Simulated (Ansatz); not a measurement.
System: silanone, sum formula H$_{2}$SiO, net charge 0, singlet state. SMILES: [SiH2]=O
Structure (B3LYP-D3(BJ)/def2-TZVP (Ansatz, a quantum-chemistry and plane-wave program) minimum search):
```
Si
O 1 1.5195
H 1 1.4808 2 124.04
H 1 1.4808 3 111.91 2 180.00
```

Property: vertical electron affinity (to the doublet state of charge -1; a negative value means that the extra electron is unbound and the number depends on the basis; each state is the SCF solution reached for its spin), in eV. Correlated levels leave the core frozen unless marked. UHF or UKS for open shells. No spin-orbit coupling. Non-relativistic. Anions need diffuse functions: aug- sets have them; def2-D sets add few. Basis-set limits of correlation are two-point, X^-3; Hartree-Fock from the larger set. The bracket is a focal-point correction in the basis named.

```json
[
 {"level": "HF/aug-cc-pV(D+d)Z", "program": "Ansatz", "vertical electron affinity (eV)": "-0.15", "minus last row": "-0.40"},
 {"level": "HF/def2-SVPD", "program": "Ansatz", "vertical electron affinity (eV)": "-0.36", "minus last row": "-0.61"},
 {"level": "HF/aug-cc-pV(Q+d)Z", "program": "Ansatz", "vertical electron affinity (eV)": "-0.12", "minus last row": "-0.37"},
 {"level": "PBE/def2-TZVPD", "program": "Ansatz", "vertical electron affinity (eV)": "0.34", "minus last row": "0.09"},
 {"level": "B3LYP/def2-TZVPD", "program": "Ansatz", "vertical electron affinity (eV)": "0.33", "minus last row": "0.08"},
 {"level": "PBE0/def2-TZVPD", "program": "Ansatz", "vertical electron affinity (eV)": "0.37", "minus last row": "0.12"},
 {"level": "CAM-B3LYP/def2-TZVPD", "program": "Ansatz", "vertical electron affinity (eV)": "0.31", "minus last row": "0.06"},
 {"level": "wB97M-V/def2-TZVPD", "program": "Ansatz", "vertical electron affinity (eV)": "0.15", "minus last row": "-0.10"},
 {"level": "B2PLYP/def2-TZVPD", "program": "Ansatz", "vertical electron affinity (eV)": "0.14", "minus last row": "-0.11"},
 {"level": "MP2/def2-SVPD", "program": "Ansatz", "vertical electron affinity (eV)": "-0.20", "minus last row": "-0.45"},
 {"level": "MP2/def2-QZVPPD", "program": "Ansatz", "vertical electron affinity (eV)": "0.12", "minus last row": "-0.13"},
 {"level": "RI-MP2/def2-TZVPPD", "program": "Ansatz", "vertical electron affinity (eV)": "0.02", "minus last row": "-0.23"},
 {"level": "RI-MP2/CBS(aug-cc-pV(T+d)Z,aug-cc-pV(Q+d)Z)", "program": "Ansatz", "vertical electron affinity (eV)": "0.22", "minus last row": "-0.03"},
 {"level": "CCSD/aug-cc-pV(D+d)Z", "program": "Ansatz", "vertical electron affinity (eV)": "0.16", "minus last row": "-0.09"},
 {"level": "CCSD/def2-TZVPPD", "program": "Ansatz", "vertical electron affinity (eV)": "0.12", "minus last row": "-0.13"},
 {"level": "CCSD/def2-QZVPPD", "program": "Ansatz", "vertical electron affinity (eV)": "0.21", "minus last row": "-0.04"},
 {"level": "CCSD/CBS(def2-TZVPPD,def2-QZVPPD)", "program": "Ansatz", "vertical electron affinity (eV)": "0.23", "minus last row": "-0.02"},
 {"level": "CCSD(T)/aug-cc-pV(T+d)Z", "program": "Ansatz", "vertical electron affinity (eV)": "0.27", "minus last row": "0.02"},
 {"level": "CCSD(T)/def2-QZVPPD", "program": "Ansatz", "vertical electron affinity (eV)": "0.23", "minus last row": "-0.02"},
 {"level": "RI-MP2/CBS(aug-cc-pV(T+d)Z,aug-cc-pV(Q+d)Z)+[CCSD(T)-MP2]/aug-cc-pV(D+d)Z", "program": "Ansatz", "vertical electron affinity (eV)": "0.31", "minus last row": "0.06"},
 {"level": "CCSD(T)/CBS(def2-TZVPPD,def2-QZVPPD)", "program": "Ansatz", "vertical electron affinity (eV)": "0.25", "minus last row": "0.00"}
]
```
